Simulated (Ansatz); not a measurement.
`F[SiH2]F` + `N[SiH2]S` → `N[SiH2]S[SiH2]F` + H–F  (ligand exchange at the Si–F bond)

Program: Ansatz. Geometries: PBE0-D4/def2-TZVP. ΔE: electronic, gas phase. CCSD(T)/CBS is the MP2 limit (def2-TZVPP, def2-QZVPP) plus CCSD(T) − MP2 in def2-TZVPP, frozen cores. This one scheme is used for every species. DFT in def2-TZVPP. B3LYP here is the variant with VWN-RPA as its local correlation; programs differ in this. Each species was taken in one conformer, which may not be the lowest.

(1) Is it downhill or uphill in electronic energy at CCSD(T)/CBS, and by how much? (Estimate.)

(2) What do these levels give: r2SCAN-D4, PBE0-D4, B3LYP-D4, ωB97X-V, PBE, SCS-MP2/def2-TZVPP, HF/def2-QZVPP, MP2/def2-QZVPP, SCS-MP2/def2-QZVPP, HF/CBS(def2), MP2/CBS(def2), CCSD/CBS(def2)? (Estimate.)

Largest T1 diagnostic among the species: 0.012.

Answers

(1) Ansatz gave: Uphill: ΔE = +17.4 kcal/mol.

(2) Computed: r2SCAN-D4 17.6, PBE0-D4 14.9, B3LYP-D4 18.3, ωB97X-V 18.5, PBE 16.2, SCS-MP2/def2-TZVPP 19.4, HF/def2-QZVPP 25.7, MP2/def2-QZVPP 16.8, SCS-MP2/def2-QZVPP 19.1, HF/CBS(def2) 25.8, MP2/CBS(def2) 16.2, CCSD/CBS(def2) 18.7 kcal/mol.

In def2-TZVPP, CCSD(T) changes the Hartree–Fock value by −6.8 kcal/mol (the triples alone add −1.3 kcal/mol) and MP2 by −7.9 kcal/mol. The D4 term adds −3.1 kcal/mol with B3LYP and −1.8 kcal/mol with PBE0; it sums over pairs of atoms, weighted by their polarisabilities, and B3LYP, whose exchange is more repulsive, gets the larger term.
